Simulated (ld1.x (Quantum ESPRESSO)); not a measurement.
## Building the TM potential for caesium (Cs) (PBE, scalar-relativistic).

Input for ld1.x (Quantum ESPRESSO) 7.5:

```
&input
   title='Cs', zed=55., rel=1, dft='PBE', iswitch=3,
   config='[Xe] 5d1 6s0 6p0',
   nld=3, rlderiv=4.55, eminld=-4.0, emaxld=5.0, deld=0.02
 /
 &inputp
   pseudotype=2, tm=.true., lloc=0,
   nlcc=.false.,
   file_pseudopw='Cs.UPF', file_wfcaegen='ae.wfc', file_wfcncgen='nc.wfc', file_beta='beta', file_chi='chi'
 /
3
5P  2  1   6.00   0.00  2.05  2.05  0.0
5D  3  2   1.00   0.00  4.20  4.20  0.0
5S  1  0   2.00   0.00  2.35  2.35  0.0
 &test
   configts(1)='5s2 5p6 5d1 6s0 6p0'
 /
```

Command:

```bash
ld1.x < Cs.in > Cs.out
```

Resulting log (shortened: banner, matrices, multipoles, cross overlaps and the repeated all-electron block are left out):

```
Program LD1 v.7.5
     --------------------------- All-electron run ----------------------------

     Cs
     scalar relativistic calculation

     atomic number is 55.00
     dft =PBE   lsd =0 sic =0 latt =0  beta=0.20 tr2=1.0E-14
     Exchange-correlation= PBE
                           (   1   4   3   4   0   0   0)
     mesh =1251 r(mesh) = 101.25750 a.u. xmin = -7.00 dx = 0.01250
     1 Ry =  13.60569312 eV, c = 137.03599908

     n l     nl                  e(Ry)          e(Ha)          e(eV)
     1 0     1S 1( 2.00)     -2631.2787     -1315.6394    -35800.3710
     2 0     2S 1( 2.00)      -412.7526      -206.3763     -5615.7848
     2 1     2P 1( 6.00)      -370.2473      -185.1236     -5037.4705
     3 0     3S 1( 2.00)       -85.8197       -42.9098     -1167.6361
     3 1     3P 1( 6.00)       -72.1430       -36.0715      -981.5558
     4 0     4S 1( 2.00)       -16.2043        -8.1022      -220.4710
     4 1     4P 1( 6.00)       -11.8324        -5.9162      -160.9881
     3 2     3D 1(10.00)       -52.0748       -26.0374      -708.5131
     5 0     5S 1( 2.00)        -1.9752        -0.9876       -26.8739
     5 1     5P 1( 6.00)        -1.0059        -0.5030       -13.6863
     4 2     4D 1(10.00)        -5.4697        -2.7349       -74.4193
     5 2     5D 1( 1.00)        -0.0424        -0.0212        -0.5763
     6 0     6S 1( 0.00)        -0.1630        -0.0815        -2.2173
     6 1     6P 1( 0.00)        -0.0693        -0.0346        -0.9427

     final scf error:  7.4E-15 reached in  31 iterations

     Etot =  -15573.744747 Ry,   -7786.872374 Ha, -211891.591804 eV

     Ekin =   16409.194871 Ry,    8204.597435 Ha,  223258.469804 eV
     Encl =  -37687.148694 Ry,  -18843.574347 Ha, -512759.779815 eV
     Eh   =    6088.207858 Ry,    3044.103929 Ha,   82834.287784 eV
     Exc  =    -383.998781 Ry,    -191.999391 Ha,   -5224.569576 eV

     normalization and overlap integrals

     s(1S/1S) =  1.000000  <r> =   0.0261  <r2> =    0.0009  r(max) =   0.0169
     s(2S/2S) =  1.000000  <r> =   0.1121  <r2> =    0.0148  r(max) =   0.0947
     s(2P/2P) =  1.000000  <r> =   0.0982  <r2> =    0.0118  r(max) =   0.0765
     s(3S/3S) =  1.000000  <r> =   0.2990  <r2> =    0.1022  r(max) =   0.2739
     s(3P/3P) =  1.000000  <r> =   0.2970  <r2> =    0.1023  r(max) =   0.2672
     s(4S/4S) =  1.000000  <r> =   0.6947  <r2> =    0.5447  r(max) =   0.6409
     s(4P/4P) =  1.000000  <r> =   0.7394  <r2> =    0.6220  r(max) =   0.6738
     s(3D/3D) =  1.000000  <r> =   0.2736  <r2> =    0.0884  r(max) =   0.2215
     s(5S/5S) =  1.000000  <r> =   1.7428  <r2> =    3.4257  r(max) =   1.5375
     s(5P/5P) =  1.000000  <r> =   2.0906  <r2> =    4.9933  r(max) =   1.7863
     s(4D/4D) =  1.000000  <r> =   0.8365  <r2> =    0.8148  r(max) =   0.7172
     s(5D/5D) =  1.000000  <r> =   6.7464  <r2> =   60.0071  r(max) =   3.4648
     s(6S/6S) =  1.000000  <r> =   5.7876  <r2> =   38.5589  r(max) =   4.6770
     s(6P/6P) =  1.000000  <r> =   8.5957  <r2> =   84.6344  r(max) =   7.3351

     ------------------------ End of All-electron run ------------------------

     --------------------- Generating NC pseudopotential ---------------------

      Generating local pot.: lloc=0, matching radius rcloc =   2.3500

      Wfc   5P  rcut= 2.050  Using Troullier-Martins method

      Wfc   5D  rcut= 4.232  Using Troullier-Martins method

     ------------------- End of pseudopotential generation -------------------

     Computing logarithmic derivative in   4.53324

       Warning: n=2, l=0 expected 1 nodes, found 0
       Setting wfc to zero for this iteration
       (This warning will only be printed once per wavefunction)

       Warning: n=3, l=1 expected 1 nodes, found 0
       Setting wfc to zero for this iteration
       (This warning will only be printed once per wavefunction)

     Computing logarithmic derivative in   4.53324
     Computing the partial wave expansion
       no projector for channel:   0
     R is outside the sphere for l=    1 j= 0.00
     R is outside the sphere for l=    2 j= 0.00

     ---------------------- Testing the pseudopotential ----------------------

     Cs
     scalar relativistic calculation

     atomic number is 55.00   valence charge is  9.00
     dft =PBE   lsd =0 sic =0 latt =0  beta=0.20 tr2=1.0E-14
     mesh =1251 r(mesh) = 101.25750 xmin = -7.00 dx = 0.01250

     n l     nl             e AE (Ry)        e PS (Ry)    De AE-PS (Ry)
     1 0     5S   1( 2.00)       -1.97519       -1.97519        0.00000
     2 1     5P   1( 6.00)       -1.00592       -1.00593        0.00001
     3 2     5D   1( 1.00)       -0.04236       -0.04236       -0.00000
     2 0     6S   1( 0.00)       -0.16297       -0.04889       -0.11408  !
     3 1     6P   1( 0.00)       -0.06929       -0.06929        0.00000

     eps = 9.9E-15  iter = 22

     Etot =  -15573.744747 Ry,   -7786.872374 Ha, -211891.591804 eV
     Etotps =   -40.253520 Ry,     -20.126760 Ha,    -547.677038 eV

     Ekin =       9.920542 Ry,       4.960271 Ha,     134.975853 eV
     Encl =     -76.746998 Ry,     -38.373499 Ha,   -1044.196109 eV
     Ehrt =      32.051837 Ry,      16.025919 Ha,     436.087459 eV
     Ecxc =      -6.191806 Ry,      -3.095903 Ha,     -84.243808 eV
     Epseu=       0.712905 Ry,       0.356452 Ha,       9.699566 eV

     ---------------------- End of pseudopotential test ----------------------
```

Generation and configuration tests took about 5.6 s on one core of a shared server CPU.
